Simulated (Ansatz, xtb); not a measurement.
# Isomers of C4H7FSi in order of energy

3 gas-phase structures of C4H7FSi, from a drawn sample of its isomers (lower ones may exist). Each was relaxed with GFN2-xTB; where two conformers were screened, the lower at r2SCAN-D4/def2-SVP//GFN2-xTB is listed:

A. `C#C[Si](C)(C)F`, a singlet
B. `C#CC[SiH2]CF`, a singlet
C. `C#CC[Si@@H](C)F`, a singlet

Make a reasoned guess at their ranking by r2SCAN-D4/def2-SVP//GFN2-xTB single-point energy.

Calculated order at r2SCAN-D4/def2-SVP//GFN2-xTB: A (0.0), C (14.6), B (72.8) kcal/mol.

Energies above the lowest of each column, in kcal/mol; the last columns are at r2SCAN-D4/def2-SVP geometries:

```csv
structure,GFN2-xTB,HF/STO-3G,r2SCAN-D4/def2-SVP//GFN2-xTB,r2SCAN-D4/def2-SVP,CCSD(T)/def2-SVP + ΔMP2/def2-TZVPP
A,6.8,0.0,0.0,0.0,0.0
C,0.0,17.7,14.6,14.1,16.2
B,44.3,43.8,72.8,72.6,78.3
```

CCSD(T)/def2-SVP + ΔMP2/def2-TZVPP puts A lowest; GFN2-xTB picks C. Flexible structures stand in one conformer each, not always the lowest. The ΔMP2 step shifts differences by up to 6.2 kcal/mol, which makes them less sure. ΔMP2 is the change of the MP2 energy from the smaller to the larger basis.

Programs: Ansatz 0.2.0, xtb 6.7.1.
